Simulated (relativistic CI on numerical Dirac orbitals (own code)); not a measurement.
Ba4+: calculation against measurement

Calculated at this level of theory: Dirac-Coulomb-Breit CI, orbitals from a KLI potential per configuration, a model potential for QED, valence Slater integrals scaled by 0.85, P86 correlation energy added to each configuration (own radial code, finite nucleus).

Configurations in the expansion (outside the closed core [Kr] 4d10): 5s²5p⁴, 5s5p⁵, 5s²5p³5d, 5p⁶, 5s²5p³4f, 5s5p⁴5d, 5s²5p³5f, 5s²5p³6s, 5s²5p³5g, 5s²5p³6p, 5s²5p²4f5d, 5s5p⁴5f, 5s²5p²5d², 5s²5p5d³, 5s²5p4f5d², 5s5p²5d³, 5s²5p5d²5f, 5s²5p5d²6s. Double excitations out of closed p, d and f shells are left out; levels of such configurations are missing from the list, as are those of other unlisted configurations, and high levels can miss mixing partners. These lack a partner that the ground configuration has and come out too high: 5s²5p³5g, 5s²5p³6p, 5s5p⁴5f.

```
Configuration  Term (tabulated)  J  Measured (cm⁻¹)  Computed  Error  Purity (%)
       5s²5p⁴                3P  2              0.0         0      0          82
       5s²5p⁴                3P  0          11301.9     10946   -355          69
       5s²5p⁴                3P  1          16429.1     16148   -281          97
       5s²5p⁴                1D  2          24720.5     24426   -294          82
       5s²5p⁴                1S  0          51180.7     49873  -1308          68
        5s5p⁵               3P°  2         130401.0    139094   8693          75
        5s5p⁵               3P°  1         138916.0    147608   8692          64
        5s5p⁵               3P°  0         147932.0    156169   8237          69
     5s²5p³5d             5D° †  3         159475.0    166535   7060          72
     5s²5p³5d             5D° †  2         159494.0    166726   7232          68
     5s²5p³5d               5D°  0         160011.0    167371   7360          79
     5s²5p³5d               5D°  1         160524.0    167813   7289          83
     5s²5p³5d               3D°  1         174616.0    182763   8147          91
     5s²5p³5d               1S°  0         178341.0    186511   8170          79
     5s²5p³5d               3F°  3         178823.0    186875   8052          63
     5s²5p³5d               3G°  3         180878.0    188617   7739          55
     5s²5p³5d               3D°  1         189360.0    197518   8158          87
     5s²5p³5d               3P°  0         198174.0    206738   8564          73
     5s²5p³5d               3D°  3         203679.0    212948   9269          55
     5s²5p³5d             3F° †  2         203772.0    211375   7603          72
     5s²5p³5d             3F° †  3         204482.0    211163   6681          68
     5s²5p³5d               3S°  1         209234.0    218313   9079          62
     5s²5p³5d               3D°  3         211450.0    223904  12454          71
     5s²5p³6s               3S°  1         218414.0    227049   8635          55
     5s²5p³5d               3P°  0         225046.0    241428  16382          72
     5s²5p³6s               3D°  1         231253.0    242370  11117          63
     5s²5p³5d               1F°  3         234036.0    248931  14895          79
     5s²5p³6s               3D°  3         235832.0    247522  11690          94
     5s²5p³6s               1D°  2         238468.0    250375  11907          70
     5s²5p³5d               1P°  1         247412.0    263349  15937          55
     5s²5p³6s             3P° †  0         247832.0    257913  10081          98
     5s²5p³6s             3P° †  1         250440.0    258701   8261          64
     5s²5p³6s               3P°  2         261176.0    272132  10956          65
```

Measured levels from Sansonetti and Curry, J. Phys. Chem. Ref. Data 39, 043103 (2010); pairs were made by configuration, J and term (by order where the table uses no LS term), so strongly mixed levels may be paired wrongly.

Mean error by configuration (cm⁻¹): 5s²5p⁴ -560; 5s5p⁵ 8541; 5s²5p³5d 10107; 5s²5p³6s 10861. Over the excited levels the mean absolute error is 8602 cm⁻¹ (32 of the 50 excited levels that our extract of the source holds in range could be paired, and the others can miss by more), and the median relative error of those above 1,000 cm⁻¹ is 4.6 %. † marks terms whose computed intervals miss the measured ones by more than a factor of 2.5, or configurations far off the rest, from wrong mixing, a near crossing or a doubtful label or measurement; they are left out of the means.
